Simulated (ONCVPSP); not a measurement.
**What one change does to a pseudopotential (platinum, ONCV)**

ONCVPSP 4.0.1 input, shortened (lines: element, Z, core and valence counts, functional; n l f; lmax; l rc ep ncon nbas qcut; lloc lpopt rc5 dvloc0; l nproj debl; icmod fcfact rcfact), PBE, scalar-relativistic:

```
  Pt 78.00   10    4        4      upf
    1    0    2.00
    2    0    2.00
    2    1    6.00
    3    0    2.00
    3    1    6.00
    3    2   10.00
    4    0    2.00
    4    1    6.00
    4    2   10.00
    4    3   14.00
    5    0    2.00
    5    1    6.00
    5    2    9.00
    6    0    1.00
    2
    0    1.35    0.00    3    7    7.30
    1    1.35    0.00    4    7   11.40
    2    1.40    0.00    3    7    7.70
    4    4    1.20    2.00
    0    2    1.20
    1    2    1.50
    2    2    1.70
    1    0.55    0.00
```

In the p channel the program set the typed energies aside and used -2.059, 0.250 Ha.

All-electron outer shells of the reference configuration (PBE, scalar-relativistic, ld1.x):

```json
{"shell": "5s", "level (eV)": "-101.82", "outermost node (bohr)": "0.49", "outermost maximum (bohr)": "0.87"}
{"shell": "4f", "level (eV)": "-70.08", "outermost node (bohr)": "–", "outermost maximum (bohr)": "0.38"}
{"shell": "5p", "level (eV)": "-56.02", "outermost node (bohr)": "0.53", "outermost maximum (bohr)": "0.98"}
{"shell": "5d", "level (eV)": "-6.14", "outermost node (bohr)": "0.57", "outermost maximum (bohr)": "1.26"}
{"shell": "6s", "level (eV)": "-5.66", "outermost node (bohr)": "1.14", "outermost maximum (bohr)": "2.38"}
```

Change: s: qcut 4.4.

Cutoffs: the cutoffs (Ha) at which the residual kinetic energy of the hardest occupied pseudo-wave falls to 1 and 0.1 mHa per electron; they do not see the model core or the augmentation charge, which bear on the density cutoff. Errors are all-electron minus pseudo energies relative to the spin-unpolarised reference configuration.

What does the change do?

Of the 4 tests that both files solve, the error grows in 2 and shrinks in 0 by more than 15 % and 0.3 meV (median size 12.2 → 13.7 meV); neither file shows a bound ghost.

| quantity | base | changed |
| --- | --- | --- |
| cutoffs, loose and tight | 41 Ha, 49 Ha | not determined |
| bound ghosts | none | none |
| GHOST(+) flags under 300 eV | none | none |
| error for 5s2 5p6 5d9 6s0, meV [ΔE 9.19 eV] | -5.1 | -7.2 |
| error for 5s2 5p6 5d8 6s0, meV [ΔE 29.16 eV] | -6.7 | -8.4 |
| error for 5s2 5p6 5d7 6s0, meV [ΔE 61.38 eV] | -18 | -19 |
| error for 5s2 5p6 5d6 6s0, meV [ΔE 107.03 eV] | -46 | -47 |
| s: phases at 1.37 bohr within 0.05 rad from the reference energy up to (Ha; the scan ends near 5) | to the end of the scan | to the end of the scan |
| p: phases at 1.37 bohr within 0.05 rad from the reference energy up to (Ha; the scan ends near 5) | to the end of the scan | to the end of the scan |
| d: phases at 1.42 bohr within 0.05 rad from the reference energy up to (Ha; the scan ends near 5) | to the end of the scan | to the end of the scan |
| rms error of d²Exc/dni dnj with the model core, mHa | 1.31 | 2.29 |
